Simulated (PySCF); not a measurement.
Computed properties of BF2I, SMILES FB(F)I

BF2I, SMILES FB(F)I. Coordinates come from a PBE0-D3(BJ)/def2-SVP optimisation. The def2 effective core potentials stand for the cores of I; spin–orbit coupling is left out. One conformer was computed; it need not be the lowest. All values are computed for the isolated molecule unless a solvent is named; none is compared with measurement here.

**Structure.** The optimised structure has C2v symmetry. All 6 harmonic modes at PBE0-D3(BJ)/def2-SVP (PySCF) are real, so it is a minimum. With heavy atoms numbered as in [B:1]([F:2])([F:3])[I:4], the shortest bond between them is B1–F2 at 1.309 Å and the longest B1–I4 at 2.123 Å.

**Vibrations.** The strongest infrared lines (harmonic, unscaled, degenerate partners summed) lie at 1215 cm⁻¹ (557 km/mol, B 64 %, F 36 %), 1478 cm⁻¹ (291 km/mol, B 73 %, F 27 %), 611 cm⁻¹ (59 km/mol, F 72 %, B 26 %). The softest mode is at 262 cm⁻¹ and the zero-point energy is 6.3 kcal/mol.

**Electronic structure.** PBE0/def2-TZVPD (PySCF) places the frontier levels at -8.15 and -0.74 eV, a gap of 7.41 eV, and gives a dipole moment of 0.46 D and a mean polarisability of 48.1 bohr³.

**Excitations.** TDA-CAM-B3LYP/def2-SVPD (PySCF) has S1 at 6.01 eV (206 nm, f = 0.000, dark); the most intense of the 10 singlets computed lies at 7.72 eV (f = 0.13). T1 (TDA) is at 5.84 eV, 0.17 eV under S1. No vertical singlet excitation falls in the visible range (under 3.1 eV).
